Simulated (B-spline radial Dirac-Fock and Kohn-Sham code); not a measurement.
**EELS cross sections of the Re N7 edge**

System: the Re atom, configuration [Xe] 4f14 5d5 6s2. Method: the first Born approximation with generalised oscillator strengths from a Dirac-Hartree-Slater potential (longitudinal and transverse terms; continuum final states only, so no white lines or fine structure). Computed with a radial finite-basis atomic code. The edge is taken at 52.13 eV (orbital energy of the model).

Generalised oscillator strength df/dE of the whole subshell in 10⁻³ per eV, against momentum transfer:

```csv
q (1/a₀),6 eV above,20 eV above,30 eV above,40 eV above
0.0400,4.28,4.26,5.23,7.35
0.0695,4.28,4.27,5.23,7.36
0.121,4.28,4.31,5.26,7.37
0.210,4.28,4.42,5.35,7.40
0.365,4.27,4.73,5.60,7.49
0.634,4.18,5.48,6.28,7.75
1.10,3.61,6.57,7.53,8.34
1.91,1.81,5.35,7.01,7.88
3.33,0.464,1.59,2.38,2.99
5.78,0.198,0.363,0.468,0.557
10.0,0.0182,0.0362,0.0481,0.0577
17.5,0.00189,0.00406,0.00553,0.00674
30.3,2.40e-05,5.78e-05,8.34e-05,0.000105
```

As q goes to zero the values tend to the optical oscillator strength. At 40 eV above the edge the largest value on this grid is at q = 1.10 per a₀; a free electron at rest would take up the loss of 92 eV at q = 2.60 per a₀, where the Bethe ridge forms once the loss is well above the edge energy.
